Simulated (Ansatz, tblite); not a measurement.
Removing an electron: (HZn-mu-Cl)2 (Zn2H2Cl2). Total charge 0; singlet. Geometry: r2SCAN-D4/def2-SVP. Ansatz, gas phase; energy differences of separate SCF runs; the oxidised species was run as a doublet alone.

```xyz
6

Zn   -0.071   -1.279    0.991
H    -0.140   -2.486    1.926
Cl   -0.527   -0.954   -1.269
Zn    0.072    1.279   -0.991
H     0.137    2.486   -1.925
Cl    0.530    0.953    1.269
```

The xTB rows come from tblite.

| level | −HOMO (eV) | vertical IE (eV) | −LUMO (eV) | HOMO–LUMO gap (eV) |
| --- | --- | --- | --- | --- |
| GFN1-xTB | 12.24 | 14.60 | 5.69 | 6.55 |
| GFN2-xTB | 11.91 | 14.69 | 4.86 | 7.05 |
| PBE-D4/def2-TZVP | 7.23 | 9.90 | 1.42 | 5.80 |
| r2SCAN-D4/def2-TZVP | 7.53 | 10.10 | 1.03 | 6.50 |
| PBE0-D4/def2-TZVP | 8.44 | 10.34 | 0.60 | 7.84 |

  Raw xTB energy differences between charge states are shifted by several eV; the methods need an empirical correction for them.
